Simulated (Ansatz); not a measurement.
C2H12BNSi2 (`BN([SiH2]C)[SiH2]C`). The species carries charge 0 and has multiplicity 1. The structure was optimised at the PBE0-D4/def2-TZVP level. It is one conformer, not always the lowest.

```xyz
18

B     0.161   -0.077    1.691
N     0.278   -0.260    0.303
Si   -0.456   -1.704   -0.386
C    -2.312   -1.574   -0.404
Si    1.080    0.872   -0.774
C     1.587    2.438    0.089
H     0.614    0.893    2.231
H    -0.407   -0.911    2.346
H    -0.018   -2.892    0.390
H     0.066   -1.821   -1.777
H    -2.699   -1.468    0.612
H    -2.758   -2.468   -0.848
H    -2.633   -0.707   -0.987
H     2.268    0.201   -1.370
H     0.138    1.175   -1.888
H     2.049    3.111   -0.639
H     2.312    2.243    0.881
H     0.728    2.948    0.530
```

(1) What is the dipole moment at ωB97M-V/def2-TZVPP? (Best estimate.)

(2) And with PBE, r2SCAN, B3LYP? (Best estimate.)

(3) Give the Mulliken charges with ωB97M-V, B3LYP, r2SCAN in def2-TZVPP. (Best estimate.)

Answers

(1) Ansatz gave: 0.87 D, with components (-0.46, 0.56, -0.49) D in this frame, pointing from negative to positive charge.

(2) Ansatz gave: PBE 0.96 D, r2SCAN 0.92 D, B3LYP 0.87 D.

(3) Computed: 
```
atom  ωB97M-V  B3LYP  r2SCAN
  B1    -0.16  -0.13   -0.04
  N2    -0.24  -0.16   -0.22
 Si3     0.27   0.36    0.37
  C4    -0.43  -0.38   -0.29
 Si5     0.30   0.37    0.38
  C6    -0.46  -0.38   -0.29
  H7     0.05   0.01   -0.02
  H8     0.05   0.00   -0.03
  H9    -0.02  -0.07   -0.08
 H10    -0.03  -0.08   -0.08
 H11     0.12   0.11    0.08
 H12     0.12   0.10    0.07
 H13     0.12   0.11    0.08
 H14    -0.03  -0.08   -0.08
 H15    -0.04  -0.08   -0.09
 H16     0.12   0.10    0.08
 H17     0.13   0.11    0.08
 H18     0.13   0.11    0.08
```

B3LYP here is the variant with VWN-RPA as its local correlation; programs differ in this.
